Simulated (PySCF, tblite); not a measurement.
Isomers of C7H13OPS, one GFN2-xTB conformer each. Single-point energies are computed at PBE0/pcSseg-1 (PySCF, gas phase, no added dispersion term), electronic only.

```tsv
SMILES	GFN2-xTB relative energy (kJ/mol)
CO[C@H]1C[P@](=S)(C2CC2)C1	40.7
COC[P@H](=S)C1=CCCC1	0.0
COC1=CP(CSC)CC1	83.0
```

Conformers: `[CH3:1][O:2][C@H:3]1[CH2:4][P@:5](=[S:6])([CH:7]2[CH2:8][CH2:9]2)[CH2:10]1` with C1–O2–C3–C4 74°, C4–P5–C7–C8 108°, O2–C3–C4–P5 134°, C3–C4–P5–S6 -134°, P5–C7–C8–C9 106°, C4–P5–C10–C3 13°; `[CH3:1][O:2][CH2:3][P@H:4](=[S:5])[C:6]1=[CH:7][CH2:8][CH2:9][CH2:10]1` with C1–O2–C3–P4 66°, O2–C3–P4–S5 -101°, C3–P4–C6–C7 117°, C6–C7–C8–C9 12°, C7–C8–C9–C10 -19°, C8–C9–C10–C6 20°, P4–C6–C10–C9 168°; `[CH3:1][O:2][C:3]1=[CH:4][P:5]([CH2:6][S:7][CH3:8])[CH2:9][CH2:10]1` with C1–O2–C3–C4 2°, C4–P5–C6–S7 -164°, P5–C6–S7–C8 -54°, C3–C4–P5–C6 -110°, C4–P5–C9–C10 15°, P5–C9–C10–C3 -16°, O2–C3–C10–C9 -171°.

**Question.** What does PBE0/pcSseg-1 give for the same structures?

**Answer.** 
| SMILES | PBE0/pcSseg-1 E (Eh) | PBE0/pcSseg-1 (kJ/mol) | GFN2-xTB (kJ/mol) | point group |
| --- | --- | --- | --- | --- |
| COC[P@H](=S)C1=CCCC1 | -1088.56382 | 0.0 | 0.0 | C1 |
| CO[C@H]1C[P@](=S)(C2CC2)C1 | -1088.55855 | 13.8 | 40.7 | C1 |
| COC1=CP(CSC)CC1 | -1088.55403 | 25.7 | 83.0 | C1 |

Both levels put the same isomer lowest; measured from each level's own lowest isomer, the values differ by up to 57.3 kJ/mol (COC1=CP(CSC)CC1: 83.0 against 25.7). 

**Question.** Which frontier levels, dipoles and rotational constants go with these structures?

**Answer.** 
```json
{"SMILES": "COC[P@H](=S)C1=CCCC1", "HOMO (eV, PBE0/pcSseg-1)": "-6.36", "LUMO (eV)": "-0.59", "dipole (D)": "3.66", "A, B, C (MHz)": "1610, 595.1, 461.5"}
{"SMILES": "CO[C@H]1C[P@](=S)(C2CC2)C1", "HOMO (eV, PBE0/pcSseg-1)": "-6.52", "LUMO (eV)": "0.63", "dipole (D)": "5.11", "A, B, C (MHz)": "1796, 581.0, 504.3"}
{"SMILES": "COC1=CP(CSC)CC1", "HOMO (eV, PBE0/pcSseg-1)": "-5.91", "LUMO (eV)": "0.37", "dipole (D)": "2.67", "A, B, C (MHz)": "2399, 459.6, 413.1"}
```

**Question.** What happens when harmonic zero-point energies from GFN2-xTB frequencies are added?

**Answer.** 
```tsv
SMILES	ZPE (kJ/mol)	electronic (kJ/mol)	with ZPE (kJ/mol)
COC[P@H](=S)C1=CCCC1	485.3	0.0	0.0
CO[C@H]1C[P@](=S)(C2CC2)C1	487.3	13.8	15.9
COC1=CP(CSC)CC1	482.8	25.7	23.2
```

The zero-point energies span 4.5 kJ/mol. The order is unchanged.

**Question.** As an exercise, what shares would exp(−E/RT) give at 1000 K from these electronic energies alone (no entropy, no degeneracies)?

**Answer.** RT = 8.314 kJ/mol: COC[P@H](=S)C1=CCCC1 81.0 %, CO[C@H]1C[P@](=S)(C2CC2)C1 15.3 %, COC1=CP(CSC)CC1 3.7 %.
